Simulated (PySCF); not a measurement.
Cl2HInS, SMILES [SH][In]([Cl])[Cl].

The structure is a stationary point at B3LYP-D3(BJ)/def2-SVP. The def2 effective core potentials stand for the cores of In; spin–orbit coupling is left out. The values are those of a single conformer.

Computed with CAM-B3LYP/def2-TZVP in PySCF.

The molecule is in vacuum.

Computed frontier levels, gap, dipole moment and polarisability:
The highest occupied level is -9.61 eV and the lowest empty level is -1.86 eV. The orbital gap comes out as 7.74 eV, the dipole moment is 1.82 D and the quadrupole, principal values (traceless, Buckingham form, about the centre of nuclear charge) is -6.86, 0.65, 6.21 D·Å. The mean static polarisability comes out as 79.7 bohr³ (11.81 Å³). The polarisability, principal values is 51.6, 88.2, 99.2 bohr³.
